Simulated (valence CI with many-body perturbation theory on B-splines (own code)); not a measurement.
Ru V in brief

Computed by valence CI with perturbative core correlation (CI+MBPT): four valence electrons over a frozen Dirac-Fock core [Kr], a basis of 7 s, 7 p, 8 d, 6 f, 4 g, 1 h functions for each j, with the one-electron correlation potential Σ1 (screened to all orders), the two-electron term Σ2, the three-electron term Σ3, Breit, model QED; selected single and double excitations, second order for the rest, scaled by the run's own slope (own B-spline code, finite nucleus).

No measured spectrum was set against this ion. As an estimate, terms of the open shell hold to 2 to 4 % of their energy, and close levels can change places; different configurations can be misplaced against each other by 1,000 to 8,000 cm⁻¹. Only levels of the ground parity were solved; by the run's estimate the other parity begins above the list, which can be wrong where configurations are misplaced.

Rates and lifetimes use the calculated energies. Strong lines usually hold to 10 to 20 %, long lifetimes can be off by a factor of two.

Question: What is the ground level?

Answer: 4d4 5D_0, composition 96 % 4d4 5D + 3 % 4d4 3P.

Question: What is the ionisation energy?

Answer: 60.062 eV; NIST lists 59 ± 1.9 eV (theoretical).

Question: How is the term 5D of the ground level split?

Answer: J = 0 at 0.0, J = 1 at 505, J = 2 at 1344, J = 3 at 2389, J = 4 at 3566 cm⁻¹.

Question: How well does LS coupling describe the low levels?

Answer: Among the lowest 20 levels the leading LS term, summed over configurations, holds 87 % on average. For single configurations the figures are 86 % in LS and 56 % in jj coupling. Terms mix most in the J = 3 level at 22894 cm⁻¹, where the leading one holds 54 %.
